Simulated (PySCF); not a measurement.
# Cost of excited-state runs on 4-vinylpyridine (SMILES C=Cc1ccncc1)

Bonds (- single, = double, # triple, : aromatic): C1=C2 1.338 Å, C2-C3 1.468 Å, C3:C4 1.403 Å, C4:C5 1.390 Å, C5:N6 1.333 Å, N6:C7 1.329 Å, C7:C8 1.394 Å, C8:C3 1.401 Å. C1 carries H9, H10; C2 carries H11; C4 carries H12; C5 carries H13; C7 carries H14; C8 carries H15. H10 is cis to C3; H9 is trans to C3.

PySCF with density fitting, on 1 thread of an Arm Neoverse V1, shared host. Command: `OMP_NUM_THREADS=1 python excited_run.py task.json out`

(1) How long does each of these runs take, and how much memory?
- first hyperpolarisability, CAM-B3LYP/aug-cc-pVDZ; usual settings
- excited states, CAM-B3LYP/def2-TZVP; Tamm-Dancoff; spin-orbit couplings; 6 states; 5 triplets; quadratic response for 4 states
- excited states, CAM-B3LYP/aug-cc-pVDZ; two-photon moments; 8 states; quadratic response for 6 states; 0 triplets

## Answers

(1) 
```tsv
run	level	basis functions	wall time	peak memory (GiB)
first hyperpolarisability	CAM-B3LYP/aug-cc-pVDZ	247	48 s	0.98
excited states	CAM-B3LYP/def2-TZVP	290	64 s	1.2
excited states	CAM-B3LYP/aug-cc-pVDZ	247	66 s	0.99
```
Times from a shared host are rough.
